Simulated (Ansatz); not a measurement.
Geometry optimisation, Ansatz, UKS PBE/def2-SVP.

input.yaml

```yaml
crystal:
  periodic: [false, false, false]
  atoms:
    - { symbol: W, position_ang: [0.079166, -0.048959, 0.00453] }
    - { symbol: F, position_ang: [0.627541, -0.200199, 1.801118] }
    - { symbol: F, position_ang: [1.930748, -0.044279, -0.333246] }
    - { symbol: F, position_ang: [0.202277, 1.818972, 0.06659] }
    - { symbol: O, position_ang: [-1.608874, -0.062605, 0.747737] }
    - { symbol: H, position_ang: [-1.777041, -0.046297, 1.761167] }
    - { symbol: F, position_ang: [0.143716, -1.911678, -0.200721] }
    - { symbol: F, position_ang: [-0.486546, 0.074219, -1.766478] }
    - { symbol: O, position_ang: [-1.300518, 0.124382, 3.253555] }
    - { symbol: H, position_ang: [-0.691971, -0.630956, 3.456548] }
magnetization:
  spin_polarized: true
  initial_magnetization: 1
basis:
  gaussian: { orbitals: def2-SVP }
hamiltonian:
  xc: pbe
relax:
  f_tol: 0.03
  max_steps: 50
```

Launched with:

```bash
$ ansatz run input.yaml --threads 4 --pin off --max-ram 5120MiB --backend cpu --events-out ev --progress --plain --runs-dir out
```

Problem. Where does it end, and by what steps?

Solution. It converged. After 10 steps the energy has fallen by 0.105 eV; H10 moved furthest, 0.49 Å.

```json
{"step": "0", "energy less start (eV)": "0.0000", "largest force component (eV/Å)": "0.996", "accepted": "yes"}
{"step": "1", "energy less start (eV)": "-0.0241", "largest force component (eV/Å)": "0.240", "accepted": "yes"}
{"step": "2", "energy less start (eV)": "-0.0310", "largest force component (eV/Å)": "0.126", "accepted": "yes"}
{"step": "3", "energy less start (eV)": "0.0437", "largest force component (eV/Å)": "2.189", "accepted": "no"}
{"step": "4", "energy less start (eV)": "-0.0412", "largest force component (eV/Å)": "0.521", "accepted": "yes"}
{"step": "5", "energy less start (eV)": "-0.0600", "largest force component (eV/Å)": "0.451", "accepted": "yes"}
{"step": "6", "energy less start (eV)": "-0.0835", "largest force component (eV/Å)": "0.152", "accepted": "yes"}
{"step": "7", "energy less start (eV)": "-0.0928", "largest force component (eV/Å)": "0.114", "accepted": "yes"}
{"step": "8", "energy less start (eV)": "-0.1044", "largest force component (eV/Å)": "0.160", "accepted": "yes"}
{"step": "9", "energy less start (eV)": "-0.1049", "largest force component (eV/Å)": "0.113", "accepted": "yes"}
{"step": "10", "energy less start (eV)": "-0.1053", "largest force component (eV/Å)": "0.024", "accepted": "yes"}
```

```xyz
10
Properties=species:S:1:pos:R:3
W 0.093 -0.052 0.014
F 0.705 -0.211 1.837
F 1.930 -0.107 -0.371
F 0.266 1.811 0.089
O -1.574 -0.030 0.799
H -1.824 -0.087 1.795
F 0.095 -1.915 -0.180
F -0.492 0.103 -1.743
O -1.537 -0.202 3.353
H -0.545 -0.239 3.197
```

Whether the end is a true minimum wasn't checked by a vibrational analysis.

The run took 48 s on 4 threads of Arm Neoverse V2, on a shared host, peak memory 0.38 GiB.
